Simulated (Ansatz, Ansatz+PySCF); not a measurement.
```xyz
5

C     0.3641    0.2127   -0.0343
O     0.6602   -0.8707    0.3159
O    -0.8699    0.6285   -0.2324
H     1.0779    1.0158   -0.2429
H    -1.4743   -0.0813   -0.0446
```

Basis set: def2-SVP (spherical functions). Left uncorrelated: 3 orbitals. Charge 0, multiplicity 3.

Computed with Ansatz (development build ahead of 0.2.0); each method stands on the lowest determinant of its kind that the runs found.

The atomization energy at this shape (free ground-state atoms in the same class of orbitals less the molecule, no zero-point energy) of triplet CH₂O₂:

```csv
method,atomization energy
UHF,948.8 kJ/mol
```

What does UHF-MP2 give?

1431.4 kJ/mol. Caution: another spin multiplicity may lie lower; the shape is not the minimum.
